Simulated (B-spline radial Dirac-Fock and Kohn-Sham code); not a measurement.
## Dipole and non-dipole photoemission parameters of Pd⁵⁺ 2s

System: palladium as Pd⁵⁺ in the configuration [Kr] 4d5; threshold 3666.4 eV (orbital energy of the model). Calculated with an atomic code on a B-spline grid, using Dirac-Hartree-Slater photoionisation with a Latter tail; cross sections with all multipoles, angular parameters from the dipole term and its interference with E2.

For linearly polarised light dσ/dΩ = σ/(4π) [1 + β P₂(cos θ) + (δ + γ cos²θ) sin θ cos φ], with θ from the polarisation vector and φ the angle between the beam and the projection of the electron momentum on the plane normal to the polarisation.

| hν (eV) | σ (kb) | β | γ |
| --- | --- | --- | --- |
| 4000 | 30.6 | 1.993 | 0.567 |
| 4430 | 25.7 | 1.994 | 0.208 |
| 5280 | 18.9 | 1.994 | -0.047 |
| 5414.7 | 18.1 | 1.994 | -0.062 |
| 6000 | 14.9 | 1.995 | -0.088 |
| 6210 | 14.0 | 1.995 | -0.085 |
| 7160 | ? | ? | ? |
| 8047.8 | 8.46 | 1.995 | 0.066 |
| 9960 | 5.47 | 1.995 | 0.311 |
| 10800 | 4.61 | 1.995 | 0.426 |
| 11500 | 4.02 | 1.995 | 0.522 |
| 12000 | 3.67 | 1.994 | 0.590 |

Task: Give the values at 7160 eV.

Result: σ = 10.7 kb, β = 1.995, γ = -0.027. For an s subshell δ is negligible.
